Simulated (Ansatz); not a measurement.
# Worked example: the interaction energy

The pair of F⁻ (SMILES [F-], atom 1) and C₂H₄ (SMILES C=C, atoms 2–7), both closed shells, in one local arrangement (a lower one may exist), relaxed at PBE0-D4/def2-TZVPD:

```tsv
atom	x (Å)	y (Å)	z (Å)
F1	0.0246	0.8430	-2.6377
C2	0.4018	-0.0643	0.9598
C3	-0.4083	-0.2148	-0.0834
H4	0.1955	-0.4940	1.9403
H5	1.3233	0.5075	0.8711
H6	-0.2149	0.2201	-1.1046
H7	-1.3220	-0.7975	0.0544
```

Both fragments are computed in the basis of the whole pair.

Ansatz 0.2.0; basis: def2-TZVPPD and def2-QZVPPD; cores frozen in the correlated methods.

Energies in eV:

| quantity | pair | first fragment | second fragment |
| --- | --- | --- | --- |
| Hartree–Fock, triple zeta (X = 3) | -4830.96638 | -2706.33222 | -2124.22467 |
| Hartree–Fock, quadruple zeta (X = 4) | -4831.16024 | -2706.42187 | -2124.32267 |
| MP2 correlation, X = 3 | -17.04205 | -7.84359 | -9.14873 |
| MP2 correlation, X = 4 | -18.26398 | -8.50117 | -9.69574 |
| CCSD(T) correlation, X = 3 | -18.24302 | -7.95025 | -10.23118 |

(1) Work out the interaction energy at the basis limit: extrapolate Hartree–Fock as E(X) = E∞ + A exp(−7.88 √X) and the MP2 correlation as E(X) = E∞ + B X^−2.97 (the exponents that Neese and Valeev fitted for def2-TZVPP and QZVPP, reused here for the diffuse sets), then add CCSD(T) − MP2 in triple zeta.

T1 diagnostic: at most 0.023.

Results:

(1) Each step is linear, so take the differences first (pair − first fragment − second fragment): Hartree–Fock -0.40949 (X = 3) and -0.41570 (X = 4); MP2 correlation -0.04973 and -0.06707; CCSD(T) correlation -0.06159.
Two points give E∞ = E(4) + w [E(4) − E(3)], with w = 1/(exp(7.88 (2 − √3)) − 1) = 0.1377 for Hartree–Fock and w = 1/((4/3)^2.97 − 1) = 0.7407 for the correlation.
Hartree–Fock: -0.41570 + 0.1377 × (-0.00621) = -0.4166 eV.
MP2 correlation: -0.06707 + 0.7407 × (-0.01734) = -0.0799 eV.
CCSD(T) − MP2: -0.06159 − (-0.04973) = -0.0119 eV.
Sum: -0.4166 + (-0.0799) + (-0.0119) = -0.5084 eV, or -11.72 kcal/mol. Plain CCSD(T) in triple zeta gives -0.4711 eV, so the larger basis shifts the result by -0.0373 eV.

For scale, one of the runs: CCSD(T)/def2-TZVPPD, 182 basis functions, launched by `ansatz run in.yaml --threads 2 --pin off --events-out ev --progress --plain --max-ram 5222MiB`. The run took 48 s on 2 CPU threads of an Intel Xeon Platinum 8259CL (shared host), with 1.9 GiB of host memory at its peak.
